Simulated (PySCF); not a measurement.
C3H8O2Si, SMILES C(=C\C)/O[SiH2]O. Atoms are numbered in the order given.

```xyz
14

C      3.2673     0.7753     0.5048
C      1.8427     1.0848     0.1581
C      0.8205     0.2584     0.3971
O     -0.4707     0.5747     0.0894
Si    -1.7718    -0.4771     0.0819
O     -1.7583    -1.4992    -1.2259
H      3.6851     1.5198     1.2052
H      3.3652    -0.2168     0.9734
H      3.9145     0.7891    -0.3899
H      1.6184     2.0465    -0.3167
H      0.9733    -0.7222     0.8711
H     -1.7008    -1.3693     1.2643
H     -2.9532     0.4191     0.0787
H     -1.8488    -1.1022    -2.1006
```

The structure is a stationary point at B3LYP-D3(BJ)/def2-SVP. The structure was generated by enumeration; whether it is a known compound was not checked. The values are those of a single conformer.

Two levels are set side by side: PBE/pcSseg-1 (PySCF) and HF/pcSseg-1 (PySCF). GIAO shifts against H2O (¹⁷O), TMS (²⁹Si), TMS (¹H), TMS (¹³C) at the same level; non-relativistic, no solvent, atoms listed together averaged. Differences are taken from unrounded values.

| quantity | HF |
|---|---|
| δ(¹³C) of C1 (ppm) | 15.8 |
| δ(¹³C) of C2 (ppm) | 116.2 |
| δ(¹³C) of C3 (ppm) | 150.1 |
| δ(¹⁷O) of O4 (ppm) | 96.1 |
| δ(²⁹Si) of Si5 (ppm) | -34.9 |
| δ(¹⁷O) of O6 (ppm) | 37.9 |
| δ(¹H) of H10 (ppm) | 5.78 |
| δ(¹H) of H11 (ppm) | 6.69 |
| δ(¹H) of H12, H13 (ppm) | 4.38 |
| δ(¹H) of H14 (ppm) | 2.45 |

**Question.** What does PBE give, and how far is it from HF? (The exact figures need the calculation; the answer reports its results.)

**Answer.** 
| quantity | PBE | PBE minus HF |
|---|---|---|
| δ(¹³C) of C1 (ppm) | 17.9 | 2.2 |
| δ(¹³C) of C2 (ppm) | 112.8 | -3.4 |
| δ(¹³C) of C3 (ppm) | 149.6 | -0.5 |
| δ(¹⁷O) of O4 (ppm) | 168.9 | 72.8 |
| δ(²⁹Si) of Si5 (ppm) | -26.7 | 8.2 |
| δ(¹⁷O) of O6 (ppm) | 71.3 | 33.3 |
| δ(¹H) of H10 (ppm) | 5.55 | -0.23 |
| δ(¹H) of H11 (ppm) | 6.78 | 0.09 |
| δ(¹H) of H12, H13 (ppm) | 5.20 | 0.82 |
| δ(¹H) of H14 (ppm) | 2.13 | -0.32 |

Rough cost on one machine, each run with all the roots and properties that it gave: HF against PBE within a factor of 2.
